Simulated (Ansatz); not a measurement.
C2H6AlF3O (`C[O+](C)[Al-]([F])([F])[F]`), one more setting.

```yaml
crystal:
  periodic: [false, false, false]
  atoms:
    - {symbol: C, position_ang: [-0.214206, 0.254495, 1.432758]}
    - {symbol: O, position_ang: [0.252103, 0.166007, 0.082506]}
    - {symbol: C, position_ang: [1.114721, -0.949536, -0.162257]}
    - {symbol: Al, position_ang: [-0.889953, 0.757478, -1.315433]}
    - {symbol: F, position_ang: [0.179651, 0.770097, -2.576731]}
    - {symbol: F, position_ang: [-1.397107, 2.199356, -0.683884]}
    - {symbol: F, position_ang: [-2.023433, -0.448924, -1.348704]}
    - {symbol: H, position_ang: [-0.808582, -0.628322, 1.678484]}
    - {symbol: H, position_ang: [-0.822809, 1.153719, 1.497788]}
    - {symbol: H, position_ang: [0.647833, 0.332436, 2.097083]}
    - {symbol: H, position_ang: [1.426717, -0.884524, -1.202286]}
    - {symbol: H, position_ang: [0.575232, -1.882052, 0.017728]}
    - {symbol: H, position_ang: [1.980434, -0.874829, 0.497647]}
basis:
  gaussian: {orbitals: def2-SVP, nuclear_model: gaussian}
magnetization: {spin_polarized: true, initial_magnetization: 2}
hamiltonian: {xc: {name: r2SCAN0}, dispersion: d3bjatm}
accuracy: high
scf: {lower_state_search: full}
output: {forces: true}
```

```sh
$ ansatz run in.yaml --threads 4 --pin off --events-out ev --progress --plain --max-ram 11315MiB
```

Shortened log:

```
Functional definition: r2SCAN0
3091 factors; integrals over basis functions are off by at most 5.6e-9 eV
mean field evaluation 1: about -18937.7377 eV, gradient 4.5e1 eV
mean field evaluation 2: about -18938.0316 eV, gradient 4.5e1 eV
mean field evaluation 4: about -18942.2247 eV, gradient 2.3e1 eV
mean field evaluation 8: about -18944.9313 eV, gradient 9.1e-1 eV
mean field evaluation 16: about -18944.9570 eV, gradient 9.3e-3 eV
mean field evaluation 32: about -18944.9570 eV, gradient 7.6e-6 eV
mean field -18944.95696004 eV, -696.2143269286 hartree, gradient 9.0e-8 eV, S^2 2.006484; 8 other end points of the search recorded, 0 dependent functions left out
reference -18944.95696336 eV, -696.2143270504 hartree; 34, 32 occupied and 98, 100 virtual orbitals, 3091 factors
Total energy: -18945.04123704 eV, -696.2174240510 hartree
Atom 0 at    -0.214206     0.254495     1.432758 Å, force    -1.912441     2.491752     3.985652 eV/Å
Atom 1 at     0.252103     0.166007     0.082506 Å, force    -0.392195    -0.218924    -0.161529 eV/Å
Atom 2 at     1.114721    -0.949536    -0.162257 Å, force     3.578057    -2.482931    -2.604594 eV/Å
Atom 3 at    -0.889953     0.757478    -1.315433 Å, force    -0.960015     0.879491    -1.463849 eV/Å
Atom 4 at     0.179651     0.770097    -2.576731 Å, force     0.131505     0.057475    -0.206119 eV/Å
Atom 5 at    -1.397107     2.199356    -0.683884 Å, force    -0.068862     0.239146     0.034439 eV/Å
Atom 6 at    -2.023433    -0.448924    -1.348704 Å, force    -0.015348    -0.188986     0.129914 eV/Å
Atom 7 at    -0.808582    -0.628322     1.678484 Å, force     0.019468    -0.619350    -0.322726 eV/Å
Atom 8 at    -0.822809     1.153719     1.497788 Å, force    -0.123512     0.023581    -0.199889 eV/Å
Atom 9 at     0.647833     0.332436     2.097083 Å, force     0.568975    -0.377481    -0.108994 eV/Å
Atom 10 at     1.426717    -0.884524    -1.202286 Å, force    -0.181747     0.076414    -0.129899 eV/Å
Atom 11 at     0.575232    -1.882052     0.017728 Å, force    -0.574098    -0.081540     0.389825 eV/Å
Atom 12 at     1.980434    -0.874829     0.497647 Å, force    -0.069787     0.201353     0.657768 eV/Å
Dipole moment:     0.659437    -0.569573     0.979351 e Å
```

Run time 71 s (4 threads of an Intel Xeon Platinum 8375C on a shared host); peak host memory 1.3 GiB.
